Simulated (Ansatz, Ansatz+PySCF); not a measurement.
```yaml
atoms:
  - { symbol: C, position_ang: [0.0000, 0.0000, 0.0000] }
  - { symbol: N, position_ang: [0.0000, 0.0000, 1.1134] }
```

Basis set: def2-SVP (spherical functions). Correlated methods keep 2 orbitals frozen. Correlation on ROHF uses semicanonical orbitals with singles. Charge 0, multiplicity 2.

Computed with Ansatz (development build ahead of 0.2.0); each method stands on the lowest determinant of its kind that the runs found.

(1) Give the atomization energy at this shape (free ground-state atoms in the same class of orbitals less the molecule, no zero-point energy) of doublet CN by ROHF-CCSD(T), UHF-CCSD(T), ROHF-MP2, UHF-MP2, ROHF, UHF.

## Answers

(1)

```json
{"method": "ROHF-CCSD(T)", "atomization energy": "160.59 kcal/mol"}
{"method": "UHF-CCSD(T)", "atomization energy": "160.01 kcal/mol"}
{"method": "ROHF-MP2", "atomization energy": "167.24 kcal/mol"}
{"method": "UHF-MP2", "atomization energy": "157.62 kcal/mol"}
{"method": "ROHF", "atomization energy": "87.09 kcal/mol"}
{"method": "UHF", "atomization energy": "89.78 kcal/mol"}
```

Caution: the shape is not the minimum. Caution for UHF-CCSD(T), UHF-MP2, UHF: the unrestricted determinant is spin contaminated.
